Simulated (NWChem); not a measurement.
Molecule: C$_{3}$H$_{5}$Cl; SMILES ClC(C)=C

```xyz
9

C      1.3258    -1.0035     0.0000
C      0.1171    -0.4418     0.0000
C     -1.1936    -1.1523     0.0000
Cl    -0.0315     1.2982     0.0000
H      2.2374    -0.4042     0.0000
H      1.4165    -2.0922     0.0000
H     -1.7854    -0.8735     0.8860
H     -1.0442    -2.2409     0.0000
H     -1.7854    -0.8735    -0.8860
```
Atoms are numbered in this order, from 1.

All runs use the structure optimised with PBE0/def2-SVP. B3LYP is NWChem's, with the RPA form of VWN correlation.

Symmetry labels are those of Cs in the frame above (b1 and b2, or b-type labels, depend on it).

### Question
List the 4 lowest vertical singlet excitations from B3LYP/def2-SVPD, TDA (NWChem).

### Answer
```tsv
state	energy (eV)	oscillator strength	symmetry	leading excitation (squared amplitude)
S1	6.41	0.000	a"	HOMO → LUMO+1 (0.59)
S2	6.66	0.000	a"	HOMO → LUMO+2 (0.59)
S3	6.85	0.322	a'	HOMO → LUMO (0.82)
S4	6.95	0.000	a"	HOMO−1 → LUMO (1.00)
```
